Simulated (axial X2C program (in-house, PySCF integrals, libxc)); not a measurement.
## Which functional? An output for WCl⁻

An SCF output computed with an in-house relativistic program for diatomic molecules for WCl⁻ at 2.360 Å, two-component, state Ω = 2, W dyall-acv3z [14s15p10d7f4g], Cl dyall-av3z [9s8p3d2f] (cores contracted in-house), without its first line:

```
basis functions 256  fitting functions 1241  grid points 5079
iter        total energy     max residual
   1     -16603.995713428     3.24e-01
   2     -16604.001056273     1.70e-02
   3     -16603.995329821     3.15e-02
   4     -16604.002690410     3.08e-03
   5     -16604.002717404     3.50e-03
   6     -16604.003048839     3.61e-04
   7     -16604.003053208     1.08e-04
   8     -16604.003056156     4.72e-05
   9     -16604.003056647     3.31e-05
  10     -16604.003056761     1.10e-05
  11     -16604.003056767     2.52e-06
  12     -16604.003056767     8.15e-07
converged
one-electron -23351.20544590  Coulomb 6836.26772057  exact exchange 0.00000000  xc functional -357.06109387  nuclear repulsion 282.07836074  atomic mean-field constant -14.08259830
```

Problem. Which level of theory produced it?
A. PBE
B. HF
C. PBE0

Solution. A. The exact-exchange term against the functional term shows a share of 0 of exact exchange.
